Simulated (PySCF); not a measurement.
SiFClBr2, SMILES F[Si](Cl)(Br)Br. The structure is a stationary point at PBE-D3(BJ)/def2-SVP.

Level of theory: PySCF with PBE-D3(BJ)/def2-SVP.

Harmonic wavenumbers (cm⁻¹): 106, 126, 182, 213, 229, 346, 518, 596, 899. Rotational constants (GHz): 1.380, 0.8143, 0.6299; symmetry number 1.

Task: Work out the zero-point energy and the ideal-gas rigid-rotor harmonic-oscillator thermochemistry at 298.15 K and 1 atm.

Result: ZPE = ½ Σ hcν = ½ × 3215 cm⁻¹ = 19.23 kJ/mol. H − E(el) = 39.25 kJ/mol. Entropy in J/(mol K): translation 177.22, rotation 127.60, vibration 62.59, total 367.41. G − E(el) = -70.29 kJ/mol. Cp = 90.53 J/(mol K). Modes under 150 cm⁻¹ make the vibrational entropy uncertain.
